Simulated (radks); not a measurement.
Q: The selenium ion Se+, configuration [Ar] 3d10 4s2 4p3. Calculated with a radial shooting solver on a logarithmic mesh with Libxc functionals: Dirac Kohn-Sham, LDA (Slater exchange, Perdew-Wang correlation), spin-unpolarised, spherical densities, finite nucleus; open shells are shared between the two j in proportion to 2j + 1; Fermi nuclear charge, rms radius 4.14 fm. Some entries of the table are withheld. Estimate them.

| orbital | occ. | eigenvalue (eV) | <r^2> (bohr^2) |
|---|---|---|---|
| 1s1/2 | 2 | -12489.97 | (1) |
| 2s1/2 | 2 | -1614.526 | 0.04535 |
| 2p1/2 | 2 | -1450.948 | 0.03492 |
| 2p3/2 | 4 | -1409.270 | 0.03638 |
| 3s1/2 | 2 | -223.1026 | 0.3811 |
| 3p1/2 | 2 | (2) | 0.3993 |
| 3p3/2 | 4 | (3) | 0.4140 |
| 3d3/2 | 4 | (4) | 0.4932 |
| 3d5/2 | 6 | (5) | 0.5000 |
| 4s1/2 | 2 | -27.0732 | 3.460 |
| 4p1/2 | 1 | -15.8905 | 5.057 |
| 4p3/2 | 2 | -15.4344 | 5.241 |

A: 
(1) 1s1/2 <r^2> (bohr^2): 0.002623
(2) 3p1/2 eigenvalue (eV): -167.1445
(3) 3p3/2 eigenvalue (eV): -161.2587
(4) 3d3/2 eigenvalue (eV): -64.4020
(5) 3d5/2 eigenvalue (eV): -63.5044
